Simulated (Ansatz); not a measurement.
CH6GaO, that is [Ga(OMe)H3]- with one electron fewer, relaxed as a doublet with UKS PBE0-D4/def2-TZVPD in Ansatz, starting from the PBE0-D4/def2-TZVPD geometry of the charge -1 singlet. Force threshold 0.02 eV/Å.

Start:

Cartesian coordinates in Å:
```
Ga 0.6433 1.2489 -0.1043
O 0.2174 -0.3256 0.8598
C -0.5855 -1.2359 0.2160
H -0.1617 -1.5938 -0.7447
H -1.5937 -0.8403 -0.0252
H -0.7422 -2.1324 0.8437
H 1.6071 2.1044 0.8619
H -0.7583 2.0021 -0.4321
H 1.3736 0.7726 -1.4751
```

```tsv
step	energy (eV)	largest force component (eV/Å)	SCF passes
1	-55548.0203	1.454	21
2	-55548.1917	0.480	33
3	-55548.2081	0.135	35
4	-55548.2320	0.505	34
5	-55548.2680	0.420	39
6	-55548.3110	0.364	38
7	-55548.3351	0.517	31
8	-55548.3612	0.200	29
9 (rejected)	-55548.3492	0.358	28
10	-55548.3738	0.097	28
11 (rejected)	-55548.3603	0.377	29
12	-55548.3767	0.031	26
13	-55548.3780	0.039	25
14	-55548.3795	0.057	25
15	-55548.3802	0.032	26
16	-55548.3804	0.023	24
17	-55548.3804	0.009	25
```

Force components are those of the run's own axes.

End:

```xyz
9

Ga    0.935    1.216   -0.110
O    -0.171   -0.030    0.789
C    -0.696   -1.156    0.155
H    -0.357   -1.260   -0.882
H    -1.790   -1.142    0.192
H    -0.359   -2.035    0.720
H     1.597    2.196    0.907
H    -0.698    1.632   -0.362
H     1.538    0.579   -1.410
```

By distances, no bond broke or formed. The bond that changes most is Ga1–H8, from 1.62 to 1.70 Å (atoms count from 1). A close non-bonded pair moves further: O2–H8, from 2.84 to 2.09 Å.

No frequencies were taken in this run, so the end may be a saddle point.

Run time 57 s (4 threads of Arm Neoverse V2 on a shared host).
